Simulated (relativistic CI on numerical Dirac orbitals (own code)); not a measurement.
What each ingredient does to the levels of Kr XVI

Base calculation: Dirac-Coulomb-Breit CI, separate exchange-only KLI orbitals for each configuration, model QED, unscaled Slater integrals.

Configurations in the expansion (outside the closed core [Ne]): 3s2 3p6 3d3, 3s2 3p5 3d4, 3s 3p6 3d4, 3s2 3p6 3d2 4s, 3s2 3p6 3d2 4p, 3s2 3p6 3d2 4d, 3s2 3p6 3d2 4f, 3s2 3p5 3d3 4s, 3s2 3p6 3d 4s 4p, 3s2 3p5 3d3 4p, 3s2 3p6 3d2 5s, 3s2 3p6 3d2 5p, 3s2 3p6 3d2 5d, 3s2 3p6 3d 4p 4d, 3s 3p6 3d3 4s, 3s2 3p6 3d2 5f, 3s2 3p6 3d2 5g, 3s 3p6 3d3 4p, 3s2 3p6 3d2 6s, 3s2 3p6 3d2 6p, 3s2 3p6 3d2 6d, 3p6 3d4 4p, 3p6 3d5, 3p5 3d6, 3s2 3p6 3d 4s2, 3s2 3p6 4s2 4p, 3s2 3p6 4s2 4d, 3s2 3p6 4s2 4f, 3s2 3p6 3d 4p2, 3s2 3p6 4s 4p2, 3s2 3p6 4p3, 3s2 3p6 4p2 4d, 3s2 3p6 4p2 4f, 3s2 3p6 3d 4s 4d, 3s2 3p6 4s 4p 4d, 3s2 3p6 4s 4d2, 3s2 3p6 4s 4d 4f, 3s2 3p6 3d 4d2, 3s2 3p6 4p 4d2, 3s2 3p6 4d3, 3s2 3p6 4d2 4f, 3p6 3d4 4s, 3p5 3d5 4s, 3s 3p6 3d2 4s2, 3s 3p6 3d 4s2 4p, 3s 3p6 3d 4s2 4d, 3s 3p6 3d 4s2 4f. Double excitations out of closed p, d and f shells are left out; levels of such configurations are missing from the list, as are those of other unlisted configurations, and high levels can miss mixing partners. These lack a partner that the ground configuration has and come out too high: 3s2 3p5 3d3 4p.

Variants: (1) valence Slater integrals scaled by 0.9; (2) Breit term removed; (3) QED terms removed. Shifts of the energy above 3s2 3p6 3d3 4F_3/2, in cm⁻¹, for the lowest level and the first level of each name with at least 55 % of one term (blank where a level changes its place among those of its configuration and J or its character, or is not in the variant):

```
              Level    Base    Δ(1)   Δ(2)  Δ(3)
 3s2 3p6 3d3 4F_3/2       0       0      0     0
 3s2 3p6 3d3 4F_5/2    5745    +122   +508   -24
 3s2 3p6 3d3 4F_7/2   12316    +114  +1161   -47
 3s2 3p6 3d3 4F_9/2   19066     -47  +1854   -66
 3s2 3p6 3d3 4P_3/2   46131   -4131   +189    -6
 3s2 3p6 3d3 4P_1/2   47113   -3814   +471   -19
 3s2 3p6 3d3 2G_7/2   53534   -4090  +1071   -38
 3s2 3p6 3d3 4P_5/2   56031   -3736  +1024   -52
 3s2 3p6 3d3 2G_9/2   56863   -4491  +1344   -39
 3s2 3p6 3d3 2D_3/2   66576   -5078   +628   -39
 3s2 3p6 3d3 2P_1/2   70843   -5325   +915   -51
3s2 3p6 3d3 2H_11/2   76376   -5902  +2070   -63
 3s2 3p6 3d3 2H_9/2   76536   -5276  +1840   -79
 3s2 3p6 3d3 2D_5/2   79805   -5581  +1350   -65
 3s2 3p6 3d3 2P_3/2   86389   -5467  +1640   -97
 3s2 3p6 3d3 2F_7/2  113441   -9557  +1378   -48
 3s2 3p6 3d3 2F_5/2  115613   -9743   +881   -48
3s2 3p5 3d4 6D°_7/2  747259  +14879  +2917   +80
3s2 3p5 3d4 6D°_9/2  748440  +15074  +3474   +66
3s2 3p5 3d4 6D°_5/2  748952  +14691  +2558   +86
3s2 3p5 3d4 6D°_3/2  752772  +14621  +2409   +82
3s2 3p5 3d4 6D°_1/2  757481  +14870  +2481   +66
```

At this charge energies of transitions that change n are usually good to better than 1 %, and those within a shell (Δn = 0) to a few per cent. Terms inside the open d or f shell come out 10 to 20 % too wide with unscaled integrals.

Ionisation energy from the two ground configurations alone: base 539.862 eV; valence Slater integrals scaled by 0.9 539.521 eV. The NIST ASD value (theoretical) is 540 eV.

LS names give the leading component of a level, which can be under half, so a name can repeat, a term be missing and a line seem to break the LS rules.
